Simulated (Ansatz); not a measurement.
Mulliken charges of CH$_{4}$BrFGe (`[CH3][GeH]([F])[Br]`) from PBE/def2-TZVPP in Ansatz (PBE0-D4/def2-TZVP geometry).

```
atom   x (Å)   y (Å)   z (Å)  charge (e)
  C1  -0.256   1.028   0.187      -0.368
 Ge2   0.350  -0.748  -0.256       0.632
  F3   1.380  -1.283   1.035      -0.336
 Br4  -1.424  -2.207  -0.294      -0.291
  H5  -0.941   1.389  -0.581       0.122
  H6  -0.772   1.000   1.146       0.128
  H7   0.601   1.699   0.255       0.123
  H8   1.154  -0.935  -1.547      -0.010
```

Problem. By hand: the dipole of these point charges (1 e Å = 4.8032 D).

Solution. Σ q r = (0.115, 0.738, -0.370) e Å, of length 0.834 e Å = 4.01 D.

Problem. How does the dipole of the full density compare? (An estimate is asked.)

Solution. Ansatz gave: (-0.032, 0.519, -0.237) e Å, 2.74 D; the point charges give 1.46 times that, at 11° from its direction.

Point charges leave out the atoms' own dipoles, such as those of lone pairs, and Mulliken's split depends on the basis, so the two needn't agree.
